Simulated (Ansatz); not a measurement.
[GeH3]- (GeH3⁻). Total charge -1; singlet. Geometry r2SCAN-D4/def2-TZVPD.

```xyz
4

Ge    0.592    0.236    0.212
H    -0.724    1.148    0.036
H    -0.236   -0.917    0.973
H     0.368   -0.467   -1.221
```

At PBE-D4/def2-SVPD, PBE-D4/def2-TZVPD the highest occupied level of the charge -1 singlet lies above zero (up to 1.07 eV). By energy differences its removal costs 2.06 eV (vertical, to the charge 0 doublet, at CCSD(T)/def2-TZVPPD).

Estimate the orbital energies around the gap (eV) in Ansatz with HF/def2-TZVPD, PBE-D4/def2-SVPD, PBE-D4/def2-TZVPD, r2SCAN0-D4/def2-TZVPD, ωB97M-V/def2-TZVPD.


| orbital | HF/def2-TZVPD | PBE-D4/def2-SVPD | PBE-D4/def2-TZVPD | r2SCAN0-D4/def2-TZVPD | ωB97M-V/def2-TZVPD |
| --- | --- | --- | --- | --- | --- |
| HOMO−13 | -1250.61 | -1183.87 | -1183.96 | -1206.76 | -1202.73 |
| HOMO−12 | -188.15 | -155.06 | -155.09 | -167.15 | -166.74 |
| HOMO−11 | -133.05 | -106.58 | -106.55 | -115.73 | -116.01 |
| HOMO−10 | -133.05 | -106.58 | -106.55 | -115.73 | -116.01 |
| HOMO−9 | -132.97 | -106.47 | -106.46 | -115.63 | -115.90 |
| HOMO−8 | -37.11 | -22.37 | -22.37 | -26.80 | -28.79 |
| HOMO−7 | -37.11 | -22.37 | -22.37 | -26.80 | -28.79 |
| HOMO−6 | -37.00 | -22.28 | -22.29 | -26.71 | -28.70 |
| HOMO−5 | -37.00 | -22.28 | -22.29 | -26.71 | -28.70 |
| HOMO−4 | -36.93 | -22.23 | -22.23 | -26.65 | -28.65 |
| HOMO−3 | -12.43 | -6.43 | -6.54 | -8.58 | -10.96 |
| HOMO−2 | -5.51 | -1.22 | -1.31 | -2.74 | -4.69 |
| HOMO−1 | -5.51 | -1.22 | -1.31 | -2.74 | -4.69 |
| HOMO | -2.04 | 1.07 | 0.95 | -0.11 | -2.01 |
| LUMO | 6.37 | 4.37 | 4.22 | 5.21 | 5.61 |
| LUMO+1 | 7.84 | 5.65 | 5.30 | 6.20 | 7.05 |
| LUMO+2 | 7.84 | 5.65 | 5.30 | 6.20 | 7.05 |
| LUMO+3 | 8.58 | 7.07 | 6.38 | 7.41 | 7.76 |
| LUMO+4 | 8.58 | 7.12 | 6.39 | 7.41 | 7.77 |
| LUMO+5 | 8.61 | 7.12 | 6.39 | 7.42 | 7.79 |
